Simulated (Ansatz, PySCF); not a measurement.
Ti(F)2(OH)2 (F2H2O2Ti), SMILES [OH][Ti]([OH])([F])[F], multiplicity 1.

Geometry: B3LYP-D3(BJ)/def2-SVP. The multiplicity is an assumed one; no other spin state was optimised. The structure was generated by enumeration; whether it is a known compound was not checked. Other conformers were not sampled.

Vertical ionisation energy (IE) and electron affinity (EA) in eV. Rows of orbital energies are one-electron estimates. Where ΔSCF, EOM or ADC give a negative EA the extra electron is unbound and the value depends on the basis.

| level | IE | EA |
|---|---|---|
| −ε(HOMO), −ε(LUMO), M06-2X/def2-TZVP (PySCF) | 11.86 | 0.79 |
| −ε(HOMO), −ε(LUMO), PBE/def2-TZVP (PySCF) | 8.21 | 3.00 |
| ΔSCF, PBE0/def2-SVPD (Ansatz), final states of multiplicity 2 and 2 | … | … |
| ΔSCF, PBE/def2-SVPD (Ansatz), final states of multiplicity 2 and 2 | 11.78 | -0.18 |

### Question
What belongs in the gaps? (An estimate is asked for; the answer gives what the named calculation found.)

### Answer

- ΔSCF, PBE0/def2-SVPD (Ansatz, a program for electronic structure), final states of multiplicity 2 and 2, IE: 12.37
- ΔSCF, PBE0/def2-SVPD (Ansatz), final states of multiplicity 2 and 2, EA: 0.07

### Question
What vertical singlet–triplet gap does ΔSCF give with PBE0/def2-SVPD (Ansatz) and with PBE/def2-SVPD (Ansatz)? (Estimate from the structure and the level; the computed values follow.)

### Answer
5.68 and 5.77 eV (triplet above singlet where positive).
